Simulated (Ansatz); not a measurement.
Basis-set extrapolation for BClH6OSi2 (`B[SiH](Cl)O[SiH3]`) (PBE0-D4/def2-TZVP geometry, frozen core, Ansatz). Multiplicity 1, RHF reference.

```json
{"": "HF", "def2-TZVPP": "-1140.604606", "def2-QZVPP": "-1140.641245"}
{"": "MP2 correlation", "def2-TZVPP": "-0.760512", "def2-QZVPP": "-0.824728"}
{"": "CCSD(T) correlation", "def2-TZVPP": "-0.854848", "def2-QZVPP": "not run"}
```

Energies in hartree. Use E(X) = E(∞) + A·exp(−7.88·√X) for Hartree–Fock and E(X) = E(∞) + B·X^(−2.97) for correlation, with X = 3 and 4, and add CCSD(T) minus MP2 of the smaller set to the MP2 limit.

**Question.** What is the CCSD(T) energy at the basis-set limit?

**Answer.** HF limit: -1140.641245 + (-0.036639) × 0.13774 = -1140.64629. MP2 limit: -0.824728 + (-0.064216) × 0.74074 = -0.87230. Higher-order term: -0.854848 − (-0.760512) = -0.09434. Total: -1141.61293 hartree, 403.0 kJ/mol below CCSD(T)/def2-TZVPP.
